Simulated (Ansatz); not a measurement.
Consider the redistribution: `C[SiH](F)[SiH2]Cl` + `[SiH3][GeH]1[CH2][O]1` → `Cl[SiH2][GeH]1[CH2][O]1` + `C[SiH](F)[SiH3]`.

Calculated with Ansatz (gas phase, PBE0-D4/def2-TZVP geometries, no zero-point term in ΔE). CCSD(T)/CBS adds triple-zeta CCSD(T) − MP2 to the extrapolated MP2 energy (def2 sets, frozen cores). Functionals use def2-TZVPP. B3LYP here is the variant with VWN-RPA as its local correlation; programs differ in this. For Ge outer-core shells are correlated without core-valence functions, which leaves a few kJ/mol of doubt a bond. Scalar relativity is left out up to krypton. One conformer a species, not always the lowest.

Q: Is it downhill or uphill in electronic energy at CCSD(T)/CBS, and by how much? (Estimate.)

A: Computed: Uphill: ΔE = +0.9 kcal/mol.

Q: What do these levels give: PBE-D4, r2SCAN-D4, B3LYP-D4, ωB97M-V, B2PLYP, HF/def2-TZVPP, MP2/def2-TZVPP, SCS-MP2/def2-TZVPP, HF/def2-QZVPP, SCS-MP2/def2-QZVPP, HF/CBS(def2), MP2/CBS(def2)? (Best estimate.)

A: Computed: PBE-D4 0.7, r2SCAN-D4 0.7, B3LYP-D4 0.9, ωB97M-V 1.0, B2PLYP 1.0, HF/def2-TZVPP 1.6, MP2/def2-TZVPP 0.8, SCS-MP2/def2-TZVPP 1.0, HF/def2-QZVPP 1.7, SCS-MP2/def2-QZVPP 1.1, HF/CBS(def2) 1.7, MP2/CBS(def2) 1.0 kcal/mol.

Largest T1 diagnostic among the species: 0.015.

In def2-TZVPP, CCSD(T) changes the Hartree–Fock value by −0.9 kcal/mol (the triples alone add −0.2 kcal/mol) and MP2 by −0.8 kcal/mol.
